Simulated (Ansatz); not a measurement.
This triplet is an excited state, 0.83 eV above the relaxed singlet at the level frozen-core CCSD(T)/cc-pVTZ // B3LYP-D3(BJ)/def2-TZVP (Ansatz, a quantum-chemistry and plane-wave program).

Species: C$_{2}$H$_{4}$S, SMILES `C[C]S` (excited triplet; C–C–S–H torsion 93°) (charge 0, multiplicity 3).

Q: Give a relaxed geometry from Ansatz with B3LYP-D3(BJ)/def2-TZVP.

A: One answer among several that fit: the end point of this relaxation, one of several conformers (outside a Z-matrix the atoms follow the SMILES, hydrogens last).
Z-matrix (Å, degrees):
```
C
C 1 1.4728
H 2 1.0919 1 110.82
H 2 1.0974 3 107.96 1 122.52
H 2 1.0987 3 107.71 4 115.54
S 1 1.6865 2 133.16 3 172.57
H 6 1.3602 1 100.72 2 93.28
```
